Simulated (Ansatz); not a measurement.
The cluster Rb₃Cl₄, 7 atoms. Hardware: 4 threads of Intel Xeon Platinum 8488C on a shared host.

In the def2 sets Rb takes a core potential; there is no spin–orbit coupling. Correlated methods freeze 20 core orbitals; core or outer-core shells of Rb are correlated, in sets that lack core-valence functions.

(1) How many basis functions does each of these Ansatz runs have, and roughly what does it cost? PBE0-D4/def2-SVP, charge 0 doublet, relaxation, 16 steps; PBE0-D4/def2-SVP, charge 0 doublet, energy, from earlier orbitals; PBE-D4/def2-SVP, charge 0 doublet, energy, from earlier orbitals; CCSD(T)/def2-SVP, charge 0 doublet, energy, from earlier orbitals; HSE06-D4/def2-TZVP, charge 0 doublet, energy, from earlier orbitals; PBE0-D4/def2-TZVP, charge 0 doublet, energy, from earlier orbitals; MP2/def2-TZVP, charge 0 doublet, energy, from earlier orbitals; r2SCAN-D4/def2-TZVP, charge 0 doublet, energy, from earlier orbitals; HF/STO-3G, charge 0 doublet, energy; PBE-D4/def2-SVP, charge 0 doublet, energy with a search over starts; PBE-D4/def2-TZVP, charge 0 doublet, energy and forces, from earlier orbitals; LDA (SPW92)/def2-TZVP, charge 0 doublet, energy, from earlier orbitals.

## Answers

(1) Other jobs shared the machine, so times can vary by a factor of up to 3. A dash marks memory too small to be measured apart from the calling script's.

```tsv
run	functions	fitting or Cholesky vectors	wall time	peak host memory (GiB)
HF/STO-3G, charge 0 doublet, energy	102	1023	2.7 s	0.61
PBE0-D4/def2-SVP, charge 0 doublet, energy, from earlier orbitals	144	1324	5 s	0.7
PBE-D4/def2-SVP, charge 0 doublet, energy, from earlier orbitals	144	1590	7 s	–
LDA (SPW92)/def2-TZVP, charge 0 doublet, energy, from earlier orbitals	247	1996	8.5 s	1.1
MP2/def2-TZVP, charge 0 doublet, energy, from earlier orbitals	247	1858	9.5 s	0.97
HSE06-D4/def2-TZVP, charge 0 doublet, energy, from earlier orbitals	247	1858	11 s	1.3
PBE-D4/def2-SVP, charge 0 doublet, energy with a search over starts	144	1590	14 s	–
r2SCAN-D4/def2-TZVP, charge 0 doublet, energy, from earlier orbitals	247	1996	15 s	0.8
PBE0-D4/def2-TZVP, charge 0 doublet, energy, from earlier orbitals	247	2044	19 s	1.3
PBE-D4/def2-TZVP, charge 0 doublet, energy and forces, from earlier orbitals	247	1996	21 s	1.1
PBE0-D4/def2-SVP, charge 0 doublet, relaxation, 16 steps	144	1450	53 s	0.59
CCSD(T)/def2-SVP, charge 0 doublet, energy, from earlier orbitals	144	1324	95 s	3.2
```
